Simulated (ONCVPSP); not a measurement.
**Varying the ONCV potential for Ti (Z = 22)**

Base potential:

Ti (Z = 22), optimised norm-conserving Vanderbilt (ONCV), made with ONCVPSP 4.0.1 (PBE, scalar-relativistic). Core [Ne] 3s2, reference 3p6 3d2 4s2. Waves: 4s: rc 2.80 bohr, ncon 4, nbas 8, qcut 2.3 1/bohr, 2 projectors, debl 0.7 Ha; 3p: rc 1.75 bohr, ncon 4, nbas 8, qcut 9.5 1/bohr, 2 projectors, debl 1.7 Ha; 3d: rc 2.00 bohr, ncon 4, nbas 8, qcut 7.1 1/bohr, 2 projectors, debl 3 Ha. Local part: polynomial inside 1.15 bohr (lpopt 5, dvloc0 0 Ha). Core correction: Teter function, fcfact 2.75, rcfact 1.45.

Cutoffs, loose and tight: the cutoffs (Ha) at which the residual kinetic energy of the hardest occupied pseudo-wave falls to 1 and 0.1 mHa per electron. They do not see the model core or the augmentation charge, which bear on the density cutoff. Test errors are all-electron minus pseudo excitation energies from the reference, over the configurations 3p6 3d2 4s1; 3p6 3d2 4s0; 3p6 3d1 4s0; 3p5 3d2 4s2. A dash means not determined; rows that change the core or the reference have their own tests. The largest error is taken over the tests solved by every variant that gives reliable tests at all: 3p5 3d2 4s2; 3p6 3d2 4s0; 3p6 3d2 4s1.

A true bound ghost makes a file unfit for plane-wave use even where its test errors are small: the radial tests pick states by their node count and pass the ghost by.

```csv
change,outcome,"cutoff, loose","cutoff, tight",bound ghosts,GHOST(+) flags above zero,largest test error (meV)
base,generated,22 Ha,27 Ha,s,none,-269
d: qcut 4.8,generated,56 Ha,66 Ha,s,none,-392
"core correction Teter function, fcfact 2.75, rcfact 1.46",generated,22 Ha,27 Ha,s,none,-269
"local potential polynomial inside 1.15 bohr (lpopt 5, dvloc0 8.5 Ha)",generated,22 Ha,27 Ha,none,s,-260
s: debl 5.6,generated,22 Ha,27 Ha,none,none,4 of 4 tests not solved or not reliable
"local potential polynomial inside 1.45 bohr (lpopt 5, dvloc0 4 Ha)",generated,22 Ha,27 Ha,none,s,-260
s: nbas 9,generated,22 Ha,27 Ha,s,none,-263
```

What comes out with this change to the base: s: nproj 1?

outcome: generated; cutoff, loose: 22 Ha; cutoff, tight: 27 Ha; bound ghosts: s; GHOST(+) flags above zero: none; largest test error (meV): -228.

What comes out with this change to the base: core [Ne], valence charge 12; reference 3s2 3p6 3d2 4s2; waves now 3s+4s: rc 1.80 bohr, ncon 4, nbas 7, qcut 5.3 1/bohr, 2 projectors; 3p: rc 1.70 bohr, ncon 3, nbas 7, qcut 6.5 1/bohr, 3 projectors, debl 2.5 Ha; 3d: rc 2.10 bohr, ncon 5, nbas 10, qcut 8.1 1/bohr, 2 projectors, debl 0.6 Ha; local potential polynomial inside 1.50 bohr (lpopt 5, dvloc0 2 Ha)?

outcome: generated; cutoff, loose: 24 Ha; cutoff, tight: 28 Ha; bound ghosts: none; GHOST(+) flags above zero: none; largest test error (meV): +73 over the solved tests; 1 of 4 tests not solved or not reliable.
